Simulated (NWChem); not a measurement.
# C$_{2}$H$_{4}$Cl$_{2}$; SMILES C(C)(Cl)Cl

```xyz
8

C     -1.7255    -0.1676     0.0000
C     -0.3409     0.4263     0.0000
Cl     0.5540    -0.0546    -1.4670
Cl     0.5540    -0.0546     1.4670
H     -1.6672    -1.2650     0.0000
H     -2.2719     0.1611    -0.8960
H     -2.2719     0.1611     0.8960
H     -0.3553     1.5229     0.0000
```
Atoms are numbered in this order, from 1.

Program: NWChem. Pople sets run with spherical d functions. Structure relaxed at the PBE0/def2-SVP level. GIAO values for the isolated, static molecule; σ is the absolute isotropic shielding, δ = σ(reference) − σ with the isolated reference molecule computed at the same levels (13C: tetramethylsilane, 1H: tetramethylsilane).

```json
[
 {"level": "PBE/pcSseg-1", "δ C1 (ppm)": "34.8", "δ C2 (ppm)": "88.6", "σ Cl3 (ppm)": "620.0", "δ H5 (rotor mean) (ppm)": "1.84", "δ H8 (ppm)": "6.02"},
 {"level": "KT2/pcSseg-1", "δ C1 (ppm)": "35.6", "δ C2 (ppm)": "86.1", "σ Cl3 (ppm)": "636.6", "δ H5 (rotor mean) (ppm)": "1.88", "δ H8 (ppm)": "6.09"},
 {"level": "LDA (Slater exchange, VWN5)/pcSseg-1", "δ C1 (ppm)": "35.3", "δ C2 (ppm)": "91.3", "σ Cl3 (ppm)": "600.8", "δ H5 (rotor mean) (ppm)": "1.85", "δ H8 (ppm)": "6.15"},
 {"level": "B3LYP/6-311G**", "δ C1 (ppm)": "33.9", "δ C2 (ppm)": "84.4", "σ Cl3 (ppm)": "650.6", "δ H5 (rotor mean) (ppm)": "1.74", "δ H8 (ppm)": "5.62"}
]
```
